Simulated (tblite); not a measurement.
Compound: C7H11F3N (charge +1).
SMILES with atom numbers: `[CH2:1]=[CH:2][CH2:3]/[N+:4](=[CH:5]\[CH3:6])[CH2:7][C:8]([F:9])([F:10])[F:11]` (hydrogens: H12, H13 on C1; H14 on C2; H15, H16 on C3; H17 on C5; H18, H19, H20 on C6; H21, H22 on C7)

Computed geometry: GFN2-xTB, gas phase.

Entries marked ? are missing. Bonds in one row agree within 0.01 Å.

```
    coordinate    value
         C1=C2  1.319 Å
         C2–C3        ?
         C3–N4  1.457 Å
         N4=C5        ?
         C5–C6  1.458 Å
         N4–C7        ?
         C7–C8  1.545 Å
 C8–F9, C8–F10        ?
        C8–F11        ?
        C1–H12  1.076 Å
        C1–H13  1.078 Å
        C2–H14  1.081 Å
C3–H15, C3–H16  1.091 Å
        C5–H17  1.087 Å
C6–H18, C6–H20  1.089 Å
        C6–H19  1.095 Å
C7–H21, C7–H22  1.094 Å
      C1–C2–C3   123.5°
      C2–C3–N4        ?
      C3–N4–C5   125.3°
      C3–N4–C7   114.4°
      C5–N4–C7   120.3°
      N4–C5–C6   127.9°
      N4–C7–C8   110.0°
      C7–C8–F9   111.3°
     C7–C8–F10   109.9°
     F9–C8–F10        ?
     F9–C8–F11        ?
```

Fill in the missing values.

- C2–C3 = 1.510 Å, drawn single (alkene CH carbon to sp3 carbon bound to nitrogen); 0.02 Å above the sum of covalent radii, 1.49 Å.
- N4=C5 = 1.286 Å, drawn double (iminium nitrogen to C=N carbon); 0.15 Å below the sum of covalent radii, 1.44 Å.
- N4–C7 = 1.451 Å, drawn single (iminium nitrogen to sp3 carbon bound to nitrogen); 0.02 Å below the sum of covalent radii, 1.47 Å.
- C8–F9, C8–F10 = 1.336 Å, drawn single (CF3 carbon to fluorine of a CF3 group); 0.01 Å above the sum of covalent radii, 1.33 Å.
- C8–F11 = 1.320 Å, drawn single (CF3 carbon to fluorine of a CF3 group); 0.01 Å below the sum of covalent radii, 1.33 Å.
- C2–C3–N4 = 109.9°, at the sp3 carbon bound to nitrogen; the outer atoms are 2.429 Å apart.
- F9–C8–F10 = 107.2°, at the CF3 carbon; the outer atoms are 2.150 Å apart.
- F9–C8–F11 = 108.7°, at the CF3 carbon; the outer atoms are 2.156 Å apart.

Radii are Cordero's, carbon taken as 0.76, 0.73 or 0.69 Å for four, three, and two or fewer neighbours.

Its GFN2-xTB frequencies are all real (lowest 25 cm⁻¹). Torsions: C1–C2–C3–N4 123°, C2–C3–N4–C5 102°, C3–N4–C7–C8 -93°. 2 starts were optimised and ended at 0.00 and 0.99 kcal/mol (GFN2-xTB); the lowest of these is shown.

One conformer stands for the species.
